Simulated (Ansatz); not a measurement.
System: C$_{6}$H$_{11}$ (charge 0, doublet). It need not be the lowest isomer of its formula. 
Coordinates optimised at B3LYP-D3(BJ)/def2-TZVP (Ansatz, an electronic-structure program):
SMILES: C(/C)=C/[C](C)C
```xyz
17

C      1.9896    -1.2114    -0.4339
C      1.6772    -0.0108     0.4026
C      0.4647     0.6385     0.5676
C     -0.8064     0.3577     0.0848
C     -1.9254     1.3199     0.3408
C     -1.1809    -0.8511    -0.7192
H      1.4867    -1.1881    -1.4017
H      3.0629    -1.2766    -0.6175
H      1.6962    -2.1474     0.0572
H      2.5132     0.4108     0.9484
H      0.5220     1.5341     1.1814
H     -2.3617     1.6749    -0.6009
H     -2.7429     0.8402     0.8917
H     -1.5966     2.1907     0.9077
H     -1.1615    -0.6365    -1.7953
H     -0.5279    -1.7007    -0.5417
H     -2.2040    -1.1577    -0.4854
```
Charge 0, spin multiplicity 2.

Total electronic energies in hartree. Cores are frozen in the correlated levels unless marked. Open shells are spin-unrestricted. Spin-orbit coupling is left out. Non-relativistic. Basis-set limits of correlation are two-point, X^-3; Hartree-Fock from the larger set. [CCSD(T)-MP2]/basis is that difference in the basis named.

The UHF reference is spin-contaminated (<S^2> 0.20 over the pure value in the largest basis). 

```
level                                                     program  energy (Eh)
-------------------------------------------------  --------------  -----------
HF/cc-pVDZ                                                 Ansatz   -233.59224
PBE/def2-TZVPD                                             Ansatz   -234.95641
PBE-D3(BJ)/def2-TZVPD                              Ansatz + dftd3   -234.97010
r2SCAN/def2-TZVPD                                          Ansatz   -235.14460
B97M-V/def2-TZVPD                                          Ansatz          [?]
B3LYP-D4/def2-TZVPD                                Ansatz + dftd4          [?]
PBE0/STO-3G                                                Ansatz          [?]
PBE0/6-31G*                                                Ansatz   -234.91262
PBE0/def2-SVP                                              Ansatz   -234.74798
PBE0/def2-QZVPP                                            Ansatz   -235.01313
r2SCAN0/def2-TZVPD                                         Ansatz   -235.12599
HSE06-D3(BJ)/def2-TZVPD                            Ansatz + dftd3   -234.99085
CAM-B3LYP-D4/def2-TZVPD                            Ansatz + dftd4   -235.15978
RPA@PBE/cc-pVQZ                                            Ansatz   -235.41426
MP2/6-31G*                                                 Ansatz   -234.31407
MP2/cc-pVDZ                                                Ansatz   -234.39555
MP2/cc-pwCVTZ                                              Ansatz   -234.65511
RI-MP2/cc-pVTZ                                             Ansatz   -234.64036
SCS-MP2/STO-3G                                             Ansatz   -231.10525
SCS-MP2/cc-pVTZ                                            Ansatz   -234.64382
CCSD/6-31G                                                 Ansatz   -234.07372
CCSD(T)/6-31G                                              Ansatz   -234.08903
RI-MP2/CBS(cc-pVTZ,cc-pVQZ)+[CCSD(T)-MP2]/cc-pVTZ          Ansatz    -234.8791
```

Question: Fill in the missing entries.

Answer: 
- B97M-V/def2-TZVPD, energy (Eh): -235.29950
- B3LYP-D4/def2-TZVPD, energy (Eh): -235.32444
- PBE0/STO-3G, energy (Eh): -232.11140
